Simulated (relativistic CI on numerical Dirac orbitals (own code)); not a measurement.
## Ru3+: 4p photoemission

Computed with this model: Dirac-Coulomb-Breit CI, separate exchange-only KLI orbitals for each configuration, a model potential for QED, valence Slater integrals scaled by 0.8, multiplet model of photoemission in the sudden approximation; configurations [Kr] 4d5 → [Ar] 3d10 4s2 4p5 4d5; 80 K; Lorentzian 0.84 eV and Gaussian 0.6 eV FWHM. Energies are those of the free ion, without screening or charge transfer. The energies are binding energies and can lie tens of eV above those of solids. S is read from ⟨S²⟩ = S(S + 1).

Field parameters in Wybourne normalisation: D4h B²₀ = −7Ds, B⁴₀ = 21(Dq − Dt), B⁴₄ = 21√(5/14) Dq. The field is a parameter set, without covalency.

free ion: ground-state S = 2.49, centroid 90.49 eV. Peaks (eV, height): 84.7 (100), 85.6 (90), 88.6 (44), 101.9 (52).

D4h, 10Dq = 20000, Ds = -1500, Dt = 670 cm⁻¹: ground-state S = 2.39, centroid 90.50 eV. Peaks (eV, height): 84.8 (100), 85.7 (94), 101.9 (46).

D4h, 10Dq = 20000, Ds = 3000, Dt = 670 cm⁻¹: ground-state S = 2.24, centroid 90.53 eV. Peaks (eV, height): 84.8 (100), 85.7 (99), 101.4 (44).

Strongest unbroadened transitions for free ion:

```tsv
Energy (eV)	Relative strength
84.64	100.0
85.70	74.5
86.66	46.1
87.48	10.1
88.41	19.2
88.64	6.0
88.90	24.5
90.59	1.0
91.95	0.7
92.14	1.0
100.21	18.2
100.47	1.0
100.89	17.3
101.39	2.2
101.42	18.1
101.65	6.0
102.14	43.9
103.45	1.4
```
